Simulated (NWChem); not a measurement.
System meant: C$_{5}$H$_{11}$O, doublet; SMILES CC(C)C[CH]O

NWChem input:

```
start job
memory heap 200 mb stack 900 mb global 1100 mb
geometry units angstroms noautoz
  C     -1.430930     1.111420     0.077892
  C      0.044705     0.794137     0.285888
  C      0.907347     2.044347     0.165456
  C      0.535859    -0.304283    -0.684804
  C     -0.121911    -1.630045    -0.548060
  O      0.006629    -2.320958     0.616667
  H     -1.780321     1.870601     0.794958
  H     -1.608120     1.506212    -0.937083
  H     -2.059281     0.216749     0.204146
  H      0.161031     0.394817     1.311308
  H      0.595707     2.819244     0.883302
  H      0.829984     2.478826    -0.845549
  H      1.970851     1.823851     0.350398
  H      1.630429    -0.420109    -0.541948
  H      0.408343     0.049069    -1.722899
  H     -1.051270    -1.874143    -1.069144
  H      0.828846    -2.057255     1.046222
end
basis spherical
  C library def2-svp
  O library def2-svp
  H library def2-svp
end
dft
  odft
  mult 2
  xc pbe0
  iterations 4
  mulliken
end
task dft energy
```

End of the output:

```
     --------------------------
     Expectation value of S2:
     --------------------------
      <S2> =      0.7535 (Exact =     0.7500)

 center of mass
 --------------
 x =   0.00274596 y =  -0.14467676 z =   0.01225219

 moments of inertia (a.u.)
 ------------------
         892.672790980939          -0.000000000000          -0.000000000000
          -0.000000000000         302.990639867265          -0.000000000000
          -0.000000000000          -0.000000000000        1002.727245556820

     Multipole analysis of the density
     ---------------------------------

     L   x y z        total         alpha         beta         nuclear
     -   - - -        -----         -----         ----         -------
     0   0 0 0     -0.000000    -25.000000    -24.000000     49.000000

     1   1 0 0      0.346362      0.060303      0.286059     -0.000000
     1   0 1 0      0.475751      1.805550     -1.329800     -0.000000
     1   0 0 1      0.136744      0.515401     -0.378657      0.000000

     2   2 0 0    -28.378843    -83.704954    -82.275034    137.601145
     2   1 1 0     -1.294185     -0.539907     -1.471990      0.717712
     2   1 0 1      1.753453     -0.042206     -0.628121      2.423779
     2   0 2 0    -32.907405   -249.887298   -237.455675    454.435568
     2   0 1 1     -0.435873     -3.205119     -0.178767      2.948012
     2   0 0 2    -28.292310    -48.920702    -46.289715     66.918108

 ------------------------------------------------------------------------
 dft energy failed                                                                                  0
 ------------------------------------------------------------------------
 ------------------------------------------------------------------------
  current input line :
    34: task dft energy
 ------------------------------------------------------------------------
 ------------------------------------------------------------------------
 This type of error is most commonly associated with calculations not reaching convergence criteria
 ------------------------------------------------------------------------
 For more information see the NWChem manual at https://nwchemgit.github.io

0:dft energy failed:Received an Error in Communication
```

What is wrong, and how is it mended?

Convergence was not reached. Cause: the SCF was allowed too few iterations. This input runs:
```
start job
memory heap 200 mb stack 900 mb global 1100 mb
geometry units angstroms noautoz
  C     -1.430930     1.111420     0.077892
  C      0.044705     0.794137     0.285888
  C      0.907347     2.044347     0.165456
  C      0.535859    -0.304283    -0.684804
  C     -0.121911    -1.630045    -0.548060
  O      0.006629    -2.320958     0.616667
  H     -1.780321     1.870601     0.794958
  H     -1.608120     1.506212    -0.937083
  H     -2.059281     0.216749     0.204146
  H      0.161031     0.394817     1.311308
  H      0.595707     2.819244     0.883302
  H      0.829984     2.478826    -0.845549
  H      1.970851     1.823851     0.350398
  H      1.630429    -0.420109    -0.541948
  H      0.408343     0.049069    -1.722899
  H     -1.051270    -1.874143    -1.069144
  H      0.828846    -2.057255     1.046222
end
basis spherical
  * library def2-svp
end
dft
  odft
  mult 2
  xc pbe0
  iterations 150
  mulliken
end
task dft energy
```
It converges to -271.80211 Ha (PBE0/def2-SVP, spin-unrestricted).
